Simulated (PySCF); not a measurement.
# MCl for M along the 4d metals

CCSD(T) with triple-zeta basis sets in PySCF, for the lowest determinant that a PBE0 search found; no spin–orbit coupling. De refers to high-spin ground-configuration atoms.

| M | basis | reference, frozen orbitals | state (unpaired electrons) | Re (Å) | ωe (cm⁻¹) | De (eV) |
| --- | --- | --- | --- | --- | --- | --- |
| Y | def2-TZVPP | RHF, 5 | singlet (closed shell) | 2.411 | 374 | 5.35 |
| Zr | def2-TZVPP | UHF, 5 | quartet (σ ↑, δ ↑↑) | 2.345 | 390 | 4.40 |
| Mo | def2-TZVPP | UHF, 5 | sextet (σ ↑, π ↑↑, δ ↑↑) | 2.294 | 383 | 3.65 |
| Tc | def2-TZVPP | UHF, 5 | septet (σ ↑↑, π ↑↑, δ ↑↑) | 2.356 | 347 | 3.49 |
| Ru | def2-TZVPP | UHF, 5 | quartet (π ↑↑, δ ↑) | 2.224 | 364 | 3.43 |
| Rh | def2-TZVPP | UHF, 5 | triplet (σ ↑, δ ↑) | 2.265 | 361 | 3.35 |
| Ag | def2-TZVPP | RHF, 5 | singlet (closed shell) | 2.289 | 340 | 3.03 |

The shortest bond is that of RuCl (2.224 Å), the longest that of YCl (2.411 Å). YCl is bound most strongly (5.35 eV) and AgCl least (3.03 eV).

The state changes along the series, so neighbouring rows are not always alike in their bonding.

Correlated steps freeze 5 core orbitals. Spin–orbit coupling is left out, which matters for elements this heavy, above all for dissociation energies. Where the molecule has an RHF reference, its open-shell atoms are computed with UHF.
